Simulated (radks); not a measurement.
The numbers below are computed, except where a source is named.
Ar5+, configuration [Ne] 3s2 3p1. Level of theory: scalar-relativistic Kohn-Sham, SCAN, spin-unpolarised, spherical densities, finite nucleus; meta-GGA in the generalised Kohn-Sham scheme; Fermi nuclear charge, rms radius 3.4274 fm (a radial shooting solver on a logarithmic mesh with Libxc functionals). Some entries of the table are withheld. Estimate them.

| orbital | occ. | eigenvalue (hartree) | <r^2> (bohr^2) |
|---|---|---|---|
| 1s | 2 | (1) | 0.009891 |
| 2s | 2 | -14.42510 | 0.1997 |
| 2p | 6 | -11.89320 | 0.1727 |
| 3s | 2 | -3.64476 | 1.705 |
| 3p | 1 | (2) | (3) |

Answer. 
(1) 1s eigenvalue (hartree): -118.7068
(2) 3p eigenvalue (hartree): -3.00458
(3) 3p <r^2> (bohr^2): 1.896
